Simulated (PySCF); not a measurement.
Distorted geometries of OsO3(OH)2

OsO3(OH)2 (singlet). PySCF 2.14.0, RKS BP86, Os def2-SVP with ECP60, O def2-SVP, H def2-SVP; non-relativistic Hamiltonian with scalar-relativistic core potentials where named; density fitting; no spin-orbit coupling. Relaxed geometry:

```xyz
8

Os   -0.0274   -0.0120   -0.1236
O    -1.1461   -0.1865    1.2028
O    -0.8713   -0.0242   -1.6228
O     1.6861    0.1709   -0.3900
O    -0.0603    1.8785    0.3318
H     0.7400    2.3316   -0.0145
O     0.3910   -1.8970    0.1088
H    -0.3186   -2.3467    0.6180
```

Problem. Order these distorted geometries by energy above the relaxed one, lowest first.
A.
```xyz
8

Os   -0.0452   -0.0363   -0.1168
O    -1.1559   -0.1541    1.1768
O    -0.8589    0.0092   -1.6426
O     1.6893    0.1969   -0.3554
O    -0.1252    1.8336    0.3354
H     0.8027    2.3504   -0.0230
O     0.3787   -1.9327    0.1291
H    -0.2921   -2.3522    0.6070
```
B.
```xyz
8

Os    0.0116   -0.0509   -0.1350
O    -1.1346   -0.0911    1.1054
O    -0.7586   -0.1530   -1.6221
O     1.5807    0.1899   -0.3655
O    -0.0756    1.8504    0.3486
H     0.6411    2.3554   -0.0290
O     0.4301   -1.8598    0.1505
H    -0.3011   -2.3262    0.6577
```
C.
```xyz
8

Os   -0.0061    0.0904   -0.2636
O    -1.2786   -0.0780    1.2821
O    -1.0124    0.0792   -1.7856
O     1.7627    0.1242   -0.3858
O     0.0390    1.6797    0.2682
H     0.6297    2.1274    0.0980
O     0.5655   -1.8629    0.2745
H    -0.3063   -2.2453    0.6228
```

Solution. A (0.48 eV), B (0.89 eV), C (4.86 eV).

Problem. Which forces (eV/Å) act in the one that lies 0.48 eV up?

Solution. 
```
Os   1.90 -0.07 -1.82
O   -1.11 -0.42  1.19
O    0.14 -0.28  0.35
O   -0.87 -0.19  0.15
O    3.44  2.47 -1.04
H   -3.32 -1.84  1.21
O    2.17  1.89 -1.74
H   -2.36 -1.56  1.70
```
Forces carry noise of the integration grid, about 0.01 to 0.03 eV/Å.
